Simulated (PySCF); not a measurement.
# Spin states and ions at one geometry of Pb2F4

PySCF 2.14.0, RKS r2SCAN, Pb def2-SVP with ECP60, F def2-SVP; non-relativistic Hamiltonian with scalar-relativistic core potentials where named; density fitting; no spin-orbit coupling; singlets restricted, open shells unrestricted. The geometry is relaxed for charge 0, singlet, vacuum:

```xyz
6

Pb    0.0000   -0.4659    1.8039
Pb    0.0000   -0.4659   -1.8039
F     1.3282   -0.6688    0.0000
F    -1.3282   -0.6688    0.0000
F     0.0000    1.5819    1.7194
F     0.0000    1.5819   -1.7194
```

Energies count from the relaxed state; an electron taken off or put on is at rest in vacuum. Charges and spins are Mulliken's.

```csv
state,energy (eV),spin squared,charge on Pb1 (e),spin on Pb1 (e),dipole about the centre of mass (D)
"charge 0, singlet, vacuum",0.00,0.00,0.94,0.00,5.96
"charge +1, doublet, vacuum",9.99,0.76,1.23,0.13,4.87
"charge -1, doublet, vacuum",-0.18,0.75,0.47,0.51,5.45
```

Q: What does the state charge 0, triplet, vacuum give?

A: energy (eV) 4.78, spin squared 2.01, charge on Pb1 (e) 0.77, spin on Pb1 (e) 0.68, dipole about the centre of mass (D) 4.90.

With an electron taken off (doublet) the charges change, summed by element, by Pb +0.57 e, F +0.43 e. The vertical ionisation energy is 9.99 eV, against −ε(HOMO) = 7.29 eV of the relaxed state. The level lies 2.7 eV too high, as is usual for semilocal functionals and global hybrids, which keep a self-interaction error.

With an electron put on (doublet) the charges change, summed by element, by Pb -0.95 e, F -0.05 e. The vertical electron affinity is 0.18 eV, against −ε(LUMO) = 2.21 eV of the relaxed state. The basis has no diffuse functions, which an added electron needs. The added electron's level lies above zero.

Open shells may have lower solutions than those found.

No frequency check is given that shows the relaxed geometry to be a minimum.
